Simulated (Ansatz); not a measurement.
Si(H)(Me)(OH)(NH2) (CH7NOSi), SMILES C[SiH](N)O.

Coordinates come from a PBE-D3(BJ)/def2-SVP optimisation. This is a generated structure with no PubChem entry under its InChIKey; it may be hypothetical. The values are those of a single conformer.

Two levels are set side by side: PBE/def2-SVPD (Ansatz, an electronic-structure program) and CAM-B3LYP/def2-SVPD (Ansatz). Energy differences of separate SCF runs at the same geometry; the states with an electron removed or added have multiplicity 2 and 2. Differences are taken from unrounded values.

```csv
quantity,CAM-B3LYP
vertical ionisation energy (eV),10.01
vertical singlet–triplet gap (eV),6.42
```

### Question
What does PBE give, and how far is it from CAM-B3LYP? (An estimate is asked for; the answer gives what the named calculation found.)

### Answer

```
quantity                            PBE  PBE minus CAM-B3LYP
---------------------------------  ----  -------------------
vertical ionisation energy (eV)    9.40                -0.61
vertical singlet–triplet gap (eV)  5.94                -0.48
```
